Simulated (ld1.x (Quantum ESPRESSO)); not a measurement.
## Ge (Z = 32): one change to a TM potential, before and after

- Element: germanium (Ge)
- Generator: ld1.x (Quantum ESPRESSO) 7.5
- Type: norm-conserving Troullier–Martins (Kleinman–Bylander form)
- Functional: PBE
- Relativity: scalar-relativistic
- Frozen core: [Ar]
- Valence charge: 14
- Reference configuration: 3d10 4s1.75 4p2.25
- Partial waves: 4s (bound): rc 1.70 bohr; 4p (bound): rc 1.95 bohr; 4f channel at -0.2 Ry: rc 1.85 bohr; 3d (bound): rc 1.25 bohr
- Local potential: the d channel
- Core correction: none

All-electron outer shells of the reference configuration (PBE, scalar-relativistic, ld1.x):

```csv
shell,level (eV),outermost node (bohr),outermost maximum (bohr)
3s,-168.95,0.26,0.54
3p,-116.08,0.23,0.54
3d,-29.76,–,0.50
4s,-11.98,0.77,1.73
4p,-4.07,0.82,2.19
```

Change: wave 3d (bound): rc 1.25 bohr becomes 3d (bound): rc 1.50 bohr.

Cutoffs: the cutoffs (Ry, on a coarse ladder) from which the occupation-weighted sum of valence levels, in a spherical-Bessel basis at the reference potential, stays within 10 and 1 mRy of its value at 400 Ry; they do not see the model core or the augmentation charge, which bear on the density cutoff. Errors are all-electron minus pseudo energies relative to the spin-unpolarised reference configuration.

**Question.** What does the change do?

**Answer.** Both files keep a bound ghost (p, s); the number of tests that count goes from 7 to 6; of the 6 tests that both files solve, the error grows in 2 and shrinks in 1 by more than 15 % and 0.3 meV (median size 0.4 → 0.6 meV); the range in which the s phases agree widens (upper end 3.0 → 4.1).

```csv
quantity,base,changed
"cutoff, loose",180 Ry,140 Ry
"cutoff, tight",over 300 Ry,260 Ry
loose cutoff by channel (10 mRy a level),"s 15 Ry, p 6 Ry, d 160 Ry","s 30 Ry, p 6 Ry, d 120 Ry"
bound ghosts,"s, p","s, p"
"tests counted (converged, no solver errors)",7 of 7,6 of 7
"error for 3d10 4s2 4p2, meV [ΔE -1.97 eV]",+0.3,+0.2
"error for 3d10 4s2 4p1, meV [ΔE 5.48 eV]",-0.5,-1.3
"error for 3d10 4s2 4p0, meV [ΔE 20.92 eV]",+2.9,+1.3
"error for 3d10 4s2 4p2.3, meV [ΔE -2.85 eV]",+0.5,+0.2
"error for 3d10 4s1 4p3, meV [ΔE 6.00 eV]",+0.3,-0.8
"error for 3d10 4s2 4p1.5, meV [ΔE 0.83 eV]",-0.2,-0.3
s: phases at 2.15 bohr within 0.05 rad from the reference energy up to (Ry; the scan ends near 5),3.0,4.1
p: phases at 2.15 bohr within 0.05 rad from the reference energy up to (Ry; the scan ends near 5),to the end of the scan,to the end of the scan
d: phases at 2.15 bohr within 0.05 rad from the reference energy up to (Ry; the scan ends near 5),0.7,0.2
f: phases at 2.15 bohr within 0.05 rad from the reference energy up to (Ry; the scan ends near 5),to the end of the scan,to the end of the scan
```

Changed file: Tests not counted: 3d9 4s2 4p3 (solver errors, printed error -38.5 eV). A true bound ghost makes a file unfit for plane-wave use even where its test errors are small: the radial tests pick states by their node count and pass the ghost by. Where a test does run into it, the solver fails or the error is huge.
